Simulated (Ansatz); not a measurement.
Steps of a relaxation of `C[O][Hf]([OH])([SeH])[O]C` with RKS PBE0-D4/def2-TZVP.

```sh
$ ansatz run in.yaml --threads 2 --pin off --events-out ev --progress --plain --max-ram 31744MiB --backend cuda --devices 0, --max-vram 18GiB
```

```yaml
crystal:
  periodic: [false, false, false]
  atoms:
    - {symbol: C, position_ang: [1.497850, -0.690910, 1.342450]}
    - {symbol: O, position_ang: [0.553710, -1.366960, 0.567150]}
    - {symbol: Hf, position_ang: [-0.001910, -0.448550, -0.957090]}
    - {symbol: O, position_ang: [-0.080880, -1.463690, -2.514090]}
    - {symbol: Se, position_ang: [1.409320, 1.562650, -1.168090]}
    - {symbol: O, position_ang: [-1.699090, 0.219920, -0.607530]}
    - {symbol: C, position_ang: [-1.791520, 0.802440, 0.660130]}
    - {symbol: H, position_ang: [1.655850, -1.239590, 2.278290]}
    - {symbol: H, position_ang: [1.155460, 0.330810, 1.606750]}
    - {symbol: H, position_ang: [2.472120, -0.622390, 0.825050]}
    - {symbol: H, position_ang: [-0.841200, -2.051630, -2.568960]}
    - {symbol: H, position_ang: [1.159550, 2.061990, -2.478830]}
    - {symbol: H, position_ang: [-1.039710, 1.606330, 0.788170]}
    - {symbol: H, position_ang: [-2.783510, 1.255000, 0.774890]}
    - {symbol: H, position_ang: [-1.666040, 0.044590, 1.451700]}
basis:
  gaussian: {orbitals: def2-TZVP}
hamiltonian: {xc: pbe0, dispersion: d4}
relax: {f_tol: 0.005, max_steps: 150}
```

Positions (Å) and forces (eV/Å) along the path, 9 of 40 steps:

```xyz
15
step=1 energy=-74993.3228 eV
C     1.498   -0.691    1.342    0.584    0.074    0.761
O     0.554   -1.367    0.567    0.631   -1.522    1.825
Hf   -0.002   -0.449   -0.957    0.971    0.820   -1.027
O    -0.081   -1.464   -2.514   -0.659   -1.906   -2.080
Se    1.409    1.563   -1.168    1.644    1.511    0.743
O    -1.699    0.220   -0.608   -2.329    0.633    0.380
C    -1.792    0.802    0.660   -0.577    0.420    0.622
H     1.656   -1.240    2.278    0.019    0.125   -0.005
H     1.155    0.331    1.607    0.207   -0.248   -0.010
H     2.472   -0.622    0.825   -0.230    0.055    0.226
H    -0.841   -2.052   -2.569    0.151   -0.208   -0.583
H     1.160    2.062   -2.479   -0.271    0.200   -0.943
H    -1.040    1.606    0.788   -0.213   -0.210    0.051
H    -2.784    1.255    0.775    0.097    0.020    0.093
H    -1.666    0.045    1.452   -0.024    0.236   -0.055
15
step=4 energy=-74994.3436 eV
C     1.652   -0.739    1.482   -0.209   -0.488   -0.110
O     0.833   -1.272    0.431    0.493    0.813    0.179
Hf    0.057   -0.353   -1.108   -0.247   -0.433    0.341
O    -0.175   -1.517   -2.664   -0.467   -0.148    0.228
Se    1.661    1.686   -1.425   -0.095    0.024   -0.255
O    -1.685    0.276   -0.494    0.417    0.195    0.566
C    -1.979    0.865    0.770   -0.077   -0.006   -0.369
H     1.622   -1.418    2.355   -0.010    0.195   -0.376
H     1.304    0.248    1.821   -0.035   -0.114   -0.100
H     2.700   -0.633    1.155   -0.331   -0.109    0.025
H    -0.895   -2.124   -2.879    0.445    0.293   -0.043
H     1.103    1.893   -2.780    0.092    0.004    0.144
H    -1.292    1.696    0.995   -0.107   -0.135   -0.082
H    -3.000    1.268    0.764    0.137   -0.084   -0.058
H    -1.905    0.126    1.577   -0.006   -0.005   -0.089
15
step=5 energy=-74994.5135 eV
C     1.730   -0.798    1.532   -0.086   -0.070   -0.175
O     0.972   -1.159    0.397    0.183    0.313    0.110
Hf    0.082   -0.317   -1.096   -0.077   -0.201    0.107
O    -0.201   -1.502   -2.618    0.298    0.437    0.423
Se    1.673    1.697   -1.618    0.019   -0.050    0.119
O    -1.602    0.338   -0.407    0.161    0.121    0.248
C    -2.074    0.907    0.792    0.056   -0.067   -0.145
H     1.634   -1.551    2.324   -0.042    0.010   -0.153
H     1.399    0.167    1.940    0.035   -0.077   -0.009
H     2.790   -0.710    1.262   -0.118   -0.036    0.050
H    -0.853   -2.111   -2.931   -0.323   -0.362   -0.282
H     1.061    1.852   -2.939   -0.064    0.037   -0.172
H    -1.455    1.764    1.089   -0.063   -0.040   -0.031
H    -3.105    1.257    0.673    0.046   -0.043   -0.072
H    -2.052    0.168    1.601   -0.025    0.028   -0.017
15
step=10 energy=-74994.7557 eV
C     2.054   -1.105    1.608    0.017    0.005    0.023
O     1.393   -0.742    0.442   -0.028    0.062   -0.048
Hf    0.226   -0.105   -0.927    0.030   -0.063   -0.019
O    -0.235   -1.462   -2.212    0.017    0.081    0.047
Se    1.562    1.836   -2.087   -0.018   -0.030    0.026
O    -1.354    0.591   -0.115    0.008    0.006    0.013
C    -2.367    1.113    0.678   -0.005    0.010   -0.003
H     1.735   -2.097    1.942    0.003   -0.013   -0.011
H     1.847   -0.386    2.408    0.007   -0.013    0.007
H     3.135   -1.128    1.437    0.001   -0.012   -0.001
H    -0.620   -2.180   -2.699   -0.010   -0.042   -0.016
H     0.566    1.890   -3.168   -0.005    0.002   -0.003
H    -2.115    2.128    1.003   -0.009    0.007    0.000
H    -3.309    1.154    0.122   -0.005   -0.006   -0.009
H    -2.519    0.494    1.569   -0.003    0.006   -0.006
15
step=17 energy=-74994.7700 eV
C     2.172   -1.209    1.569   -0.013   -0.043    0.012
O     1.424   -0.696    0.517    0.016    0.004    0.009
Hf    0.213   -0.070   -0.815   -0.011    0.007    0.012
O    -0.305   -1.435   -2.064    0.009    0.034    0.022
Se    1.547    1.817   -2.051    0.000    0.000   -0.003
O    -1.351    0.673   -0.008   -0.015   -0.004    0.013
C    -2.477    1.209    0.601   -0.014    0.050   -0.009
H     1.938   -2.268    1.729    0.011    0.030   -0.003
H     1.962   -0.665    2.496    0.012   -0.005   -0.027
H     3.242   -1.124    1.350   -0.027    0.013    0.006
H    -0.484   -2.225   -2.559   -0.009   -0.037   -0.024
H     0.490    1.915   -3.071    0.001    0.001    0.003
H    -2.360    2.291    0.733   -0.012   -0.067    0.001
H    -3.370    1.032   -0.012    0.039   -0.002    0.031
H    -2.640    0.755    1.586    0.013    0.019   -0.043
15
step=19 energy=-74994.7710 eV
C     2.173   -1.223    1.567    0.016   -0.002    0.022
O     1.422   -0.700    0.522   -0.003   -0.004   -0.011
Hf    0.212   -0.070   -0.809    0.001   -0.011    0.000
O    -0.309   -1.433   -2.059    0.001    0.001    0.004
Se    1.550    1.814   -2.044    0.007    0.006   -0.004
O    -1.349    0.677   -0.003   -0.001    0.008   -0.005
C    -2.477    1.219    0.594   -0.040    0.010    0.034
H     1.984   -2.296    1.680    0.006    0.026   -0.003
H     1.924   -0.724    2.510    0.007   -0.017   -0.019
H     3.241   -1.079    1.371   -0.024   -0.006    0.010
H    -0.486   -2.223   -2.557   -0.001    0.000   -0.001
H     0.486    1.925   -3.054   -0.001    0.001    0.000
H    -2.397    2.312    0.644   -0.007   -0.054   -0.006
H    -3.378    0.964    0.022    0.039    0.016    0.034
H    -2.596    0.836    1.615   -0.001    0.026   -0.054
15
step=22 energy=-74994.7720 eV
C     2.164   -1.231    1.565    0.006    0.000    0.007
O     1.422   -0.707    0.514   -0.007   -0.002    0.003
Hf    0.213   -0.070   -0.815    0.023    0.001    0.023
O    -0.313   -1.433   -2.063   -0.003   -0.010   -0.010
Se    1.565    1.811   -2.040   -0.014   -0.009   -0.003
O    -1.347    0.682   -0.008    0.002    0.002   -0.001
C    -2.470    1.226    0.596   -0.016    0.000    0.009
H     2.036   -2.317    1.624    0.006    0.015    0.002
H     1.851   -0.791    2.518    0.005   -0.010   -0.017
H     3.228   -1.017    1.419   -0.020   -0.005    0.004
H    -0.495   -2.221   -2.562    0.001    0.006    0.002
H     0.490    1.932   -3.038    0.003    0.010   -0.008
H    -2.438    2.320    0.545   -0.006   -0.021    0.003
H    -3.383    0.882    0.096    0.021    0.011    0.016
H    -2.523    0.932    1.651    0.000    0.011   -0.028
15
step=28 energy=-74994.7712 eV rejected
C     2.153   -1.251    1.566    0.048   -0.039    0.076
O     1.420   -0.718    0.513    0.003   -0.004    0.011
Hf    0.215   -0.073   -0.816    0.014    0.012   -0.014
O    -0.326   -1.433   -2.060    0.003    0.003    0.007
Se    1.575    1.797   -2.052   -0.011   -0.016    0.010
O    -1.336    0.694   -0.008   -0.007    0.005    0.006
C    -2.456    1.245    0.598   -0.047    0.026    0.026
H     2.188   -2.348    1.495    0.007    0.154    0.026
H     1.703   -0.976    2.531    0.079   -0.048   -0.134
H     3.183   -0.868    1.539   -0.140   -0.064    0.021
H    -0.514   -2.216   -2.565   -0.001    0.000   -0.001
H     0.493    1.950   -3.037   -0.001    0.001   -0.002
H    -2.515    2.320    0.381   -0.005   -0.098    0.028
H    -3.371    0.765    0.227    0.074    0.051    0.042
H    -2.411    1.114    1.688   -0.016    0.017   -0.101
15
step=40 energy=-74994.7730 eV
C     2.158   -1.250    1.565   -0.001    0.000    0.000
O     1.423   -0.714    0.516    0.000    0.000    0.000
Hf    0.214   -0.076   -0.813    0.002   -0.001    0.003
O    -0.331   -1.445   -2.045   -0.001   -0.003   -0.003
Se    1.573    1.782   -2.066   -0.001    0.000    0.000
O    -1.334    0.700   -0.007   -0.001    0.001   -0.001
C    -2.454    1.252    0.595    0.000    0.000    0.000
H     2.246   -2.336    1.461    0.000   -0.001    0.000
H     1.681   -1.030    2.526   -0.001    0.000    0.001
H     3.166   -0.823    1.575    0.001    0.001    0.000
H    -0.528   -2.225   -2.551    0.000    0.003    0.002
H     0.480    1.943   -3.038    0.000    0.001   -0.001
H    -2.486    2.333    0.421    0.000    0.000    0.000
H    -3.370    0.811    0.187    0.000    0.000    0.000
H    -2.439    1.078    1.676    0.000    0.000    0.000
```

It took 59 s on 2 threads of an AMD EPYC 7R13 on a shared host and a share of an NVIDIA H100 80 GB, with 0.99 GiB of host memory at the peak.
